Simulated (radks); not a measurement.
Values are calculated unless marked as measured or tabulated.
Coulomb parameter of the 4d shell of the niobium ion Nb3+ in the model configuration [Kr] 4d1 5s1, as a second difference U = [E(n + 1) + E(n - 1) - 2 E(n)] / (1)^2 with all orbitals relaxed. "Bare": the charge of the atom changes with n. "Screened": the 5s shell takes up the change at fixed total charge, which measures U(4d,4d) + U(5s,5s) - 2 U(4d,5s). Code: a radial shooting solver on a logarithmic mesh with Libxc functionals. Model: scalar-relativistic Kohn-Sham, PBE, spin-unpolarised, spherical densities, finite nucleus; Fermi nuclear charge, rms radius 4.324 fm.

case         configuration  E - E(n) (eV)
start         [Kr] 4d1 5s1          0.000
bare +1       [Kr] 4d2 5s1        -27.661
bare -1           [Kr] 5s1         40.212
screened +1       [Kr] 4d2         -5.741
screened -1       [Kr] 5s2          7.185

U(bare) = 12.551 eV, U(screened by 5s) = 1.444 eV, against the Slater integral F0(4d,4d) = 14.844 eV with frozen orbitals.
